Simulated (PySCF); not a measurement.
First hyperpolarisability: `Brc1ccc[cH-]1`, [C$_{5}$H$_{4}$Br]-, charge -1

Geometry (Å), atoms numbered from 1 in this order:
```xyz
10

Br    2.5631   -0.3259   -0.1008
C     0.6634   -0.2263    0.0362
C    -0.1681   -1.3036    0.3589
C    -1.4821   -0.7984    0.3516
C    -1.4336    0.5683    0.0272
C    -0.0889    0.9341   -0.1722
H     0.1488   -2.3160    0.5693
H    -2.3771   -1.3731    0.5619
H    -2.2847    1.2348   -0.0570
H     0.2984    1.9095   -0.4334
```

Total charge -1.

Computed with quadratic response CAM-B3LYP/def2-TZVPD first hyperpolarisability, Taylor convention, gas phase in PySCF 2.14.0. Geometry: PBE0-D3(BJ)/def2-TZVP.

The calculation is non-relativistic, which matters for the atoms heavier than Zn. For a gas-phase anion, states above the detachment energy (about 1.7 eV, taken as minus the energy of the highest occupied orbital) lie in the continuum and depend on the basis.

(1) What is the first hyperpolarisability, and how does it disperse?

(2) Which lowest excitations and polarisabilities go with it?

Results:

(1) In au, Taylor convention; the vector part is βᵢ = ⅓ Σⱼ (βᵢⱼⱼ + βⱼᵢⱼ + βⱼⱼᵢ):
```tsv
process	λ (nm)	β vector norm	β HRS	depolarisation ratio
static β(0;0,0)	∞	267.4	107.5	5.56
second harmonic β(−2ω;ω,ω)	1907	291.4	117.6	5.35
Pockels β(−ω;ω,0)	1907	274.8	–	–
second harmonic β(−2ω;ω,ω)	1064	369.7	149.1	5.11
Pockels β(−ω;ω,0)	1064	293.2	–	–
```

(2) S1 3.42 eV (f = 0.001); S2 3.82 eV (f = 0.000); S3 3.82 eV (f = 0.013); isotropic α 95.3 au static, 95.8 au at 1907 nm, 96.8 au at 1064 nm, 97.2 au at 953.5 nm, 102.2 au at 532 nm.
